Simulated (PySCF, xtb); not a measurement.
Ge(H)2(Me)(OMe) (C2H8GeO), SMILES C[O][GeH2][CH3]. Other conformers were not sampled.

Harmonic wavenumbers (cm⁻¹) from GFN2-xTB (xtb) at its own minimum, in rising order: 88, 95, 102, 123, 243, 420, 482, 593, 597, 678, 798, 804, 845, 1063, 1134, 1144, 1320, 1417, 1447, 1448, 1484, 1490, 1854, 1896, 2928, 2941, 2976, 3015, 3017, 3025.

Task: What does PBE0-D3(BJ)/def2-SVP in PySCF give at its own minimum? (The exact figures need the calculation; the answer reports its results.)

Result: 75, 101, 134, 139, 264, 466, 618, 641, 651, 736, 849, 852, 890, 1165, 1179, 1207, 1258, 1428, 1434, 1470, 1472, 1479, 2119, 2125, 2982, 3049, 3073, 3114, 3185, 3191. Paired by order, the mean absolute difference is 70 cm⁻¹ and the zero-point energies are 56.4 and 59.1 kcal/mol.
